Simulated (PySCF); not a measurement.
## Two-component Hartree-Fock for In³⁺ (indium, charge +3)

Start: [Kr] 4d9 5p1; 4d3/2 filled at m_j = -3/2, -1/2, +1/2, +3/2; 4d5/2 filled at m_j = -3/2, -1/2, +1/2, +3/2, +5/2; 5p3/2 filled at m_j = +3/2. Calculated with PySCF 2.14 in x2c-SVPall-2c with one added diffuse shell each of s, p type (7s9p4d, 54 functions): generalised Hartree-Fock with the X2C-1e Hamiltonian and a Gaussian nucleus; one run each with spin-orbit coupling (SO) switched off, then screened by Boettger's factors. This is a chosen level, not necessarily the ground level.

```json
{"spinor shell": "1s1/2", "electrons": "2", "ε, spin-free (eV)": "-28120.1", "ε, screened SO (eV)": "-28117.8", "weight of nominal j (screened SO)": "1.000", "rms radius, screened SO (bohr)": "0.0341"}
{"spinor shell": "2s1/2", "electrons": "2", "ε, spin-free (eV)": "-4336.6", "ε, screened SO (eV)": "-4336.0", "weight of nominal j (screened SO)": "1.000", "rms radius, screened SO (bohr)": "0.139"}
{"spinor shell": "2p1/2", "electrons": "2", "ε, spin-free (eV)": "-3890.9", "ε, screened SO (eV)": "-4037.4", "weight of nominal j (screened SO)": "1.000", "rms radius, screened SO (bohr)": "0.120"}
{"spinor shell": "3s1/2", "electrons": "2", "ε, spin-free (eV)": "-895.71", "ε, screened SO (eV)": "-895.57", "weight of nominal j (screened SO)": "1.000", "rms radius, screened SO (bohr)": "0.371"}
{"spinor shell": "3p1/2", "electrons": "2", "ε, spin-free (eV)": "-745.94", "ε, screened SO (eV)": "-773.27", "weight of nominal j (screened SO)": "1.000", "rms radius, screened SO (bohr)": "0.364"}
{"spinor shell": "3p3/2", "electrons": "4", "ε, spin-free (eV)": "-745.94", "ε, screened SO (eV)": "-733.36", "weight of nominal j (screened SO)": "1.000", "rms radius, screened SO (bohr)": "0.376"}
{"spinor shell": "3d3/2", "electrons": "4", "ε, spin-free (eV)": "-513.70", "ε, screened SO (eV)": "-518.56", "weight of nominal j (screened SO)": "0.999", "rms radius, screened SO (bohr)": "0.350"}
{"spinor shell": "3d5/2", "electrons": "6", "ε, spin-free (eV)": "-513.70", "ε, screened SO (eV)": "-510.35", "weight of nominal j (screened SO)": "0.999", "rms radius, screened SO (bohr)": "0.353"}
{"spinor shell": "4s1/2", "electrons": "2", "ε, spin-free (eV)": "-183.27", "ε, screened SO (eV)": "-183.29", "weight of nominal j (screened SO)": "1.000", "rms radius, screened SO (bohr)": "0.903"}
{"spinor shell": "4p1/2", "electrons": "2", "ε, spin-free (eV)": "-135.73", "ε, screened SO (eV)": "-141.34", "weight of nominal j (screened SO)": "0.990", "rms radius, screened SO (bohr)": "0.961"}
{"spinor shell": "4p3/2", "electrons": "4", "ε, spin-free (eV)": "-135.73", "ε, screened SO (eV)": "-133.17", "weight of nominal j (screened SO)": "0.995", "rms radius, screened SO (bohr)": "0.983"}
{"spinor shell": "4d3/2", "electrons": "4", "ε, spin-free (eV)": "-64.812", "ε, screened SO (eV)": "-65.586", "weight of nominal j (screened SO)": "0.897", "rms radius, screened SO (bohr)": "1.23"}
{"spinor shell": "4d5/2", "electrons": "5", "ε, spin-free (eV)": "-64.812", "ε, screened SO (eV)": "-64.316", "weight of nominal j (screened SO)": "0.918", "rms radius, screened SO (bohr)": "1.24"}
{"spinor shell": "5p3/2", "electrons": "1", "ε, spin-free (eV)": "-30.571", "ε, screened SO (eV)": "-30.323", "weight of nominal j (screened SO)": "1.000", "rms radius, screened SO (bohr)": "2.74"}
```

Q: Where does 2p3/2 lie, and what is the 2p spin-orbit splitting (screened SO)?

A: At -3823.8 eV, 213.61 eV above 2p1/2.

```
   quantity    spin-free  screened SO
E (hartree)  -5874.28402  -5875.53922
        M_J            4            4
       ⟨J²⟩       20.003       20.003
       ⟨L²⟩       12.003       12.016
       ⟨S²⟩        2.001        2.014
```

Each row is a mean over spinors that exchange with the open shell spreads, by up to 6.661 eV (4p3/2).

Rows whose weight is well below 1 are mixtures of j = l ± 1/2: exchange outweighs spin-orbit coupling there, and the label is only the starting occupation.

Breit and QED terms are absent; they matter most for the inner s and p1/2 levels.

Densities and radii are taken from the X2C orbitals without a picture-change correction, which distorts them close to the nucleus.

Without spin-orbit coupling the j labels of p, d and f shells carry no meaning; the spin-free column gives the mean over the occupied spinors of each nl shell.
